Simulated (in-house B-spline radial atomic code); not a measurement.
Configurations of Cs2+, with energies counted from [Kr] 4d10 5s2 5p5. All numbers are computed (scalar-relativistic (X2C) BHandHLYP, spin-polarised, spherical fractional occupations; Fermi nucleus of rms radius 4.8041 fm) with a radial B-spline atomic code at the basis-set limit, not measured. Shells without spins written out take the highest spin.

Caution: exact exchange at fractional occupations of open shells leaves self-interaction of up to several eV.

Occupations are held fixed; configurations that lie above the ionisation limit could autoionise.

```json
{"configuration": "[Kr] 4d10 4f1 5s2 5p4", "E - E(ref) (eV)": "23.568", "highest orbital": "4f up", "its <r> (bohr)": "3.009"}
{"configuration": "[Kr] 4d10 5s2 5p(1 up, 3 down) 6d(1 up, 0 down)", "E - E(ref) (eV)": "25.627", "highest orbital": "6d up", "its <r> (bohr)": "6.709"}
{"configuration": "[Kr] 4d10 5s2 5p4 6f1", "E - E(ref) (eV)": "29.067", "highest orbital": "6f up", "its <r> (bohr)": "11.41"}
{"configuration": "[Kr] 4d(4 up, 5 down) 4f(1 up, 0 down) 5s2 5p(2 up, 3 down)", "E - E(ref) (eV)": "95.562", "highest orbital": "4f up", "its <r> (bohr)": "2.259"}
{"configuration": "[Kr] 4d9 5s2 5p5 6d1", "E - E(ref) (eV)": "98.863", "highest orbital": "6d up", "its <r> (bohr)": "6.455"}
{"configuration": "[Ar] 3d10 4s2 4p5 4d10 4f1 5s2 5p5", "E - E(ref) (eV)": "186.67", "highest orbital": "4f up", "its <r> (bohr)": "1.923"}
{"configuration": "[Ar] 3d9 4s2 4p6 4d10 5s2 5p5 5d1", "E - E(ref) (eV)": "754.35", "highest orbital": "5d up", "its <r> (bohr)": "2.791"}
```

(1) Order these further configurations by energy, lowest first.
A. [Kr] 4d9 4f1 5s2 5p5
B. [Ar] 3d9 4s2 4p6 4d10 5s2 5p6
C. [Kr] 4d(4 up, 5 down) 5s2 5p(3 up, 2 down) 6f(1 up, 0 down)
D. [Ar] 3d10 4s2 4p(3 up, 2 down) 4d10 5s2 5p(2 up, 3 down) 6s(1 up, 0 down)
E. [Kr] 4d10 5s1 5p6

(2) How far above the reference does [Kr] 4d10 5s1 5p5 5f1 lie?

(3) How far above the reference does [Kr] 4d9 5s2 5p5 6f1 lie?

## Answers

(1) E (13.6 eV), A (94.498 eV), C (102.65 eV), D (182.97 eV), B (733.19 eV).

(2) 42.148 eV; its least bound orbital is 5f up with <r> = 6.775 bohr.

(3) 102.41 eV; its least bound orbital is 6f up with <r> = 10.89 bohr.
